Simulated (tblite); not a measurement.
C7H9P.
Structure used (GFN2-xTB), in Å, numbered top down from 1:
```
atom  x, y, z in Å
C1     3.784   -0.209    1.932
C2     2.899   -0.060    0.798
C3     2.123    0.060   -0.117
P4     1.141    0.284   -1.568
C5    -0.354    0.157   -0.901
C6    -1.597    0.097   -0.515
C7    -2.346    1.313   -0.044
C8    -2.366   -1.194   -0.471
H9     4.750   -0.592    1.602
H10    3.354   -0.902    2.654
H11    3.933    0.757    2.415
H12   -2.660    1.181    0.991
H13   -3.239    1.457   -0.652
H14   -1.724    2.203   -0.112
H15   -1.760   -2.024   -0.826
H16   -2.688   -1.402    0.550
H17   -3.256   -1.113   -1.095
```

Method: GFN2-xTB as coded in tblite; computed harmonic values from a numerical Hessian at the method's own geometry, unscaled. Errors from tens to a few hundred cm⁻¹ against measured bands are possible. The optimisation stopped once no atom felt more than 0.01 eV/Å.

Lowest wavenumbers of the output (negative numbers stand for imaginary wavenumbers):
```
mode    cm-1
  1     -26.2
  2      42.6
  3      67.8
  4     104.1
  5     115.3
  6     141.9
  7     173.9
  8     214.9
```

**Question.** Is this structure a minimum?

**Answer.** Not by this Hessian. 1 mode is imaginary beyond 20i (26i cm⁻¹), so at this level the point lies at or near a first-order saddle. The curvature is small, so loose convergence or finite differences may be the whole cause.

**Question.** Which atoms move in the imaginary mode?

**Answer.** 26i: H11 (methyl hydrogen) 33 %, H9 (methyl hydrogen) 33 %, H10 (methyl hydrogen) 32 %. These are shares of the mass-weighted motion.

**Question.** What is the remedy?

**Answer.** Step along that mode in both directions, optimise again with tighter thresholds and repeat the frequencies. The zero-point energy of this point (82.9 kcal/mol) counts the 44 real modes alone, and thermal corrections from it aren't those of a minimum.
